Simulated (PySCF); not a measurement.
A GIAO shielding run with PySCF 2.14.0 with density-fitted response routines (density fitting, non-relativistic, gas phase) on SMILES CO[C@@H]1C=NN([SiH](C)C)C1, C₆H₁₄N₂OSi:

```
$ OMP_NUM_THREADS=1 python probes_run.py task.json out

{"job": {"kind": "nmr", "xc": "PBE0", "basis": "pcSseg-1"}, "charge": 0, "multiplicity": 1}
C      3.743709    -0.394205    -0.451947
O      2.701062    -0.955939     0.301503
C      1.830387    -0.004746     0.875279
C      0.910757    -0.679155     1.872408
N     -0.321126    -0.557389     1.588475
N     -0.497792     0.146628     0.461897
Si    -2.075610     0.599317    -0.113012
C     -2.054527     0.466241    -2.010645
C     -3.314911    -0.583577     0.687390
C      0.783441     0.570533    -0.101848
H      4.353807    -1.226070    -0.797940
H      4.357050     0.278023     0.161913
H      3.368985     0.165479    -1.317154
H      2.427926     0.788564     1.356127
H      1.249364    -1.235772     2.722671
H     -2.333816     2.005141     0.263939
H     -3.023463     0.717783    -2.429682
H     -1.326425     1.141340    -2.451249
H     -1.808717    -0.541048    -2.336582
H     -4.332601    -0.236801     0.541690
H     -3.240395    -1.581814     0.267418
H     -3.133181    -0.663492     1.753165
H      0.906966     0.141302    -1.099354
H      0.817373     1.659420    -0.171286
```

Hardware: 1 thread of an Arm Neoverse V2, shared host. The job also computes population analyses, field gradients, ring-centre shieldings.

(1) How large is the calculation?

(2) How long does it take, and how much memory does it need?

Answers

(1) 86 electrons, 247 basis functions and 1292 auxiliary functions.

(2) 57 s of wall time, with 15 SCF cycles and 5 response iterations; peak memory 1.1 GiB. Times on a shared host scatter by some tens of per cent.
